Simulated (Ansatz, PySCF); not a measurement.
SnFCl₃, SMILES [Sn]([Cl])([Cl])([Cl])[F]. Atoms are numbered in the order given.

```xyz
5

F      0.0000     0.0000     2.1048
Sn     0.0000     0.0000     0.1880
Cl     1.9044     1.0995    -0.5135
Cl     0.0000    -2.1989    -0.5135
Cl    -1.9043     1.0994    -0.5135
```

Geometry: PBE0-D3(BJ)/def2-SVP. The def2 effective core potentials stand for the cores of Sn; spin–orbit coupling is left out.

Two levels are set side by side: PBE-D3(BJ)/def2-SVP (Ansatz, an electronic-structure program) and PBE0-D3(BJ)/def2-SVP (Ansatz). Each level has its own optimised geometry; the coordinates shown are those of the second. Frequencies come from the Hessian of PySCF at each geometry. Differences are taken from unrounded values.

```
quantity                            PBE0-D3(BJ)
----------------------------------  -----------
mean bond length (Å)                      2.210
bond F1–Sn2 (Å)                           1.917
bond Sn2–Cl3 (Å)                          2.308
bond Sn2–Cl4 (Å)                          2.308
bond Sn2–Cl5 (Å)                          2.308
highest harmonic wavenumber (cm⁻¹)          662
mean harmonic wavenumber (cm⁻¹)             279
zero-point energy (kcal/mol)               3.58
```

Problem. What does PBE-D3(BJ) give, and how far is it from PBE0-D3(BJ)? (Estimate from the structure and the level; the computed values follow.)

Solution. 
| quantity | PBE-D3(BJ) | PBE-D3(BJ) minus PBE0-D3(BJ) |
|---|---|---|
| mean bond length (Å) | 2.236 | 0.026 |
| bond F1–Sn2 (Å) | 1.941 | 0.024 |
| bond Sn2–Cl3 (Å) | 2.335 | 0.027 |
| bond Sn2–Cl4 (Å) | 2.335 | 0.027 |
| bond Sn2–Cl5 (Å) | 2.335 | 0.027 |
| highest harmonic wavenumber (cm⁻¹) | 627 | -36 |
| mean harmonic wavenumber (cm⁻¹) | 263 | -15 |
| zero-point energy (kcal/mol) | 3.39 | -0.20 |

Exact exchange shortens and stiffens bonds; PBE has none. Differences between two approximate levels are no errors against the true value.
